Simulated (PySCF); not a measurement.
HMoO + H₂O → MoH₃ + O₂

Level: PBE0 in the def2-TZVP basis family, computed in PySCF with density fitting; scalar-relativistic core potentials for atoms from Rb on, none lighter, no spin–orbit coupling; open shells unrestricted.

| species | state and structure | ZPE (kJ/mol) | H(298 K) − H(0) (kJ/mol) | S° (J/(mol K)) |
| --- | --- | --- | --- | --- |
| HMoO | quartet, Cs, Mo–H 1.736 Å, Mo–O 1.664 Å; H–Mo–O 119.1° | 20.4 | 10.5 | 264.6 |
| H₂O | singlet, C2v, O–H 0.960 Å (×2); H–O–H 105.1° | 56.5 | 9.9 | 188.7 |
| MoH₃ | quartet, C3v, Mo–H 1.695 Å (×3); H–Mo–H 107.4° (×3) | 43.5 | 11.5 | 246.5 |
| O₂ | triplet, D∞h, O–O 1.193 Å | 10.3 | 8.7 | 204.9 |

(1) Is the gas-phase reaction uphill or downhill in electronic energy at this level, and by how much?

(2) Add zero-point, thermal and entropy terms for 298.15 K and 1 bar.

Answers

(1) At PBE0/def2-TZVP, ΔE = 486.0 kJ/mol, uphill. 

(2) ΔZPE = -23.1 and Δ[H(298) − H(0)] = -0.2 kJ/mol give ΔH° = 462.7 kJ/mol. ΔS° = -1.9 J/(mol K), so ΔG° = 462.7 − 298.15 × (-0.0019) = 463 kJ/mol.

Open d or f shells are single determinants, so the state found may not be the ground state. The structures come from searches over a few start shapes, so lower isomers are not excluded.
